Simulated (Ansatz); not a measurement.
Correlation energies of FH$_{5}$N$_{2}$Si (`N[SiH](N)F`) by basis set

```
atom   x (Å)   y (Å)   z (Å)
  N1  -0.608   0.452   1.226
 Si2  -0.181  -0.510  -0.108
  N3   0.857   0.397  -1.092
  F4   0.443  -1.829   0.558
  H5  -0.925   0.036   2.085
  H6  -0.952   1.389   1.104
  H7  -1.252  -1.018  -0.996
  H8   0.981   0.176  -2.066
  H9   1.637   0.907  -0.712
```

The species carries charge 0 and has multiplicity 1. Geometry: relaxed with PBE0-D4/def2-TZVP. It is one conformer, not always the lowest. Frozen core, restricted reference, Ansatz. CBS rows extrapolate triple and quadruple zeta; past MP2 they add the triple-zeta difference.

```json
{"basis": "def2-SVP", "HF (Eh)": "-500.05630", "MP2 corr.": "-0.62209"}
{"basis": "def2-TZVPP", "HF (Eh)": "-500.43920", "MP2 corr.": "-0.80109"}
{"basis": "def2-QZVPP", "HF (Eh)": "-500.45962", "MP2 corr.": "-0.86701"}
```

(1) Estimate the CCSD correlation energy and the (T) correction in each basis where they were run (hartree).

Answers

(1) 
| basis | CCSD corr. | (T) |
| --- | --- | --- |
| def2-SVP | -0.65500 | -0.01331 |
| def2-TZVPP | -0.82613 | -0.02745 |
| CBS(def2) | -0.94087 | as TZ |
